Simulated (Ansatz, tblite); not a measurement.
Cost and result up the ladder for the cluster Pb4S3 (the lowest singlet isomer of a short search) (7 atoms). The state is a singlet with charge 0. Geometry: r2SCAN-D4/def2-SVP.

```tsv
atom	x (Å)	y (Å)	z (Å)
Pb1	1.4087	-1.4435	0.5236
Pb2	-0.6165	0.3261	-2.1775
Pb3	0.3367	2.2140	0.4612
Pb4	-2.1337	-0.0669	0.8189
S5	0.1209	0.2243	2.2652
S6	1.8498	0.6729	-1.1496
S7	-0.9658	-1.9269	-0.7418
```

Ansatz on 4 threads of Arm Neoverse V1 on a shared host; xTB runs through tblite on one thread. Times are rough, summed over both states, and most runs start from the orbitals of an earlier one. PBE0-D4/def2-SVP serves as the yardstick here, not as an exact answer. The other state is a doublet.

In the def2 sets Pb takes a core potential; there is no spin–orbit coupling. The xTB rows come from tblite. The structure comes from a short search, and lower isomers may exist.

Raw xTB energies of ions are shifted by several eV.

```tsv
level	functions	wall time
GFN1-xTB	43	0.012 s
GFN2-xTB	43	0.013 s
PBE-D4/def2-SVP	158	8.7 s
PBE0-D4/def2-SVP	158	16 s
```

Question: Estimate what each level gives for the vertical IE (eV).

Answer: 
| level | vertical IE (eV) | difference from PBE0-D4/def2-SVP (eV) |
| --- | --- | --- |
| GFN1-xTB | 9.72 | 2.84 |
| GFN2-xTB | 11.81 | 4.93 |
| PBE-D4/def2-SVP | 6.83 | -0.05 |
| PBE0-D4/def2-SVP | 6.88 | 0.00 |
